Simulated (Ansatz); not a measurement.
Basis sets compared for `FC(F)(F)c1ccc(-c2ccc(-c3ccc(-c4ccc(C(F)(F)F)o4)o3)o2)o1`. Total charge 0; singlet. Geometry r2SCAN-D4/def2-SVP. Ansatz on 2 threads of AMD EPYC 7R13 on a shared host and a share (18 GiB) of an NVIDIA H100 80GB HBM3; times are rough, and most runs start from earlier orbitals.

| atom | x (Å) | y (Å) | z (Å) |
| --- | --- | --- | --- |
| F1 | 2.6814 | 5.3114 | -2.9578 |
| C2 | 3.6233 | 5.2450 | -2.0013 |
| F3 | 4.4878 | 4.2864 | -2.3753 |
| F4 | 4.2801 | 6.4142 | -1.9811 |
| C5 | 3.0406 | 4.9796 | -0.6606 |
| C6 | 3.0624 | 5.6845 | 0.5143 |
| C7 | 2.3199 | 4.9085 | 1.4469 |
| C8 | 1.9006 | 3.7803 | 0.7647 |
| C9 | 1.1272 | 2.6404 | 1.1576 |
| C10 | 0.5355 | 2.2766 | 2.3539 |
| C11 | -0.0982 | 1.0297 | 2.1259 |
| C12 | 0.1455 | 0.7097 | 0.8019 |
| C13 | -0.2213 | -0.3998 | -0.0170 |
| C14 | 0.0249 | -0.7149 | -1.3409 |
| C15 | -0.6069 | -1.9623 | -1.5765 |
| C16 | -1.1993 | -2.3293 | -0.3834 |
| C17 | -1.9719 | -3.4638 | 0.0155 |
| C18 | -2.5629 | -3.8286 | 1.2102 |
| C19 | -3.1973 | -5.0804 | 0.9708 |
| C20 | -2.9477 | -5.3839 | -0.3416 |
| C21 | -3.3294 | -6.5388 | -1.1949 |
| F22 | -2.2554 | -7.1883 | -1.6767 |
| F23 | -4.0615 | -6.1620 | -2.2577 |
| F24 | -4.0545 | -7.4077 | -0.4756 |
| O25 | -2.2062 | -4.4123 | -0.9315 |
| O26 | -0.9658 | -1.3804 | 0.5669 |
| O27 | 0.8887 | 1.6864 | 0.2154 |
| O28 | 2.3415 | 3.8267 | -0.5212 |
| H29 | 3.5520 | 6.6416 | 0.6813 |
| H30 | 2.1171 | 5.1448 | 2.4895 |
| H31 | 0.5596 | 2.8453 | 3.2817 |
| H32 | -0.6663 | 0.4291 | 2.8329 |
| H33 | 0.5943 | -0.1085 | -2.0423 |
| H34 | -0.6342 | -2.5346 | -2.5016 |
| H35 | -2.5360 | -3.2577 | 2.1357 |
| H36 | -3.7672 | -5.6869 | 1.6719 |

Single mean-field runs in def2-SVP, def2-TZVP are fitted with def2-universal-jkfit.

Binding counts from free atoms (F doublet, C triplet, O triplet, H doublet) in the same basis, without a counterpoise term.

| level | functions | energy (Eh) | HOMO (eV) | LUMO (eV) | binding per atom (eV) | wall time |
| --- | --- | --- | --- | --- | --- | --- |
| PBE-D4/def2-SVP | 432 | -1587.8353 | -4.82 | -2.65 | 5.61 | 4.4 s |
| PBE0-D4/def2-SVP | 432 | -1587.8479 | -5.68 | -2.08 | 5.41 | 6 s |

Estimate the rows for PBE-D4/def2-TZVP, PBE0-D4/def2-TZVP.


```csv
level,functions,energy (Eh),HOMO (eV),LUMO (eV),binding per atom (eV),wall time
PBE-D4/def2-TZVP,916,-1589.6346,-4.88,-2.77,5.49,9 s
PBE0-D4/def2-TZVP,916,-1589.6442,-5.65,-2.13,5.30,9.5 s
```
